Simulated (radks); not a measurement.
Polarisability of the boron ion B+, [He] 2s2, at imaginary frequency. Method: scalar-relativistic Kohn-Sham, LDA (Slater exchange, Perdew-Wang correlation), spin-unpolarised, spherical densities, finite nucleus; Fermi nuclear charge, rms radius 2.406 fm; computed with a radial shooting solver on a logarithmic mesh with Libxc functionals. Response by self-consistent Sternheimer equations with the Hartree and adiabatic LDA kernel, the relativistic mass of each level held fixed and spin-orbit coupling left out.

w (hartree),alpha1(iw) (bohr^3),alpha2(iw) (bohr^5)
0.00266,10.77,29.89
0.0143,10.75,29.88
0.0360,10.64,29.81
0.0697,10.29,29.58
0.118,9.500,29.01
0.186,8.111,27.81
0.280,6.221,25.56
0.413,4.246,21.89
0.605,2.614,16.85
0.892,1.477,11.25
1.35,0.7696,6.351
2.12,0.3640,2.976
3.59,0.1510,1.121
6.94,0.05124,0.3120
17.5,0.01072,0.05024

Static values: alpha1 = 10.77 bohr^3 (1.596 angstrom^3; uncoupled 20.26), alpha2 = 29.89 bohr^5, alpha3 = 184.9 bohr^7. C6 = 29.14, C8 = 549.0, triple-dipole C9 = 231.0 atomic units. One-pole (London) frequency 4 C6 / (3 alpha1^2) = 0.335 hartree, against 0.713 for minus the highest occupied eigenvalue.
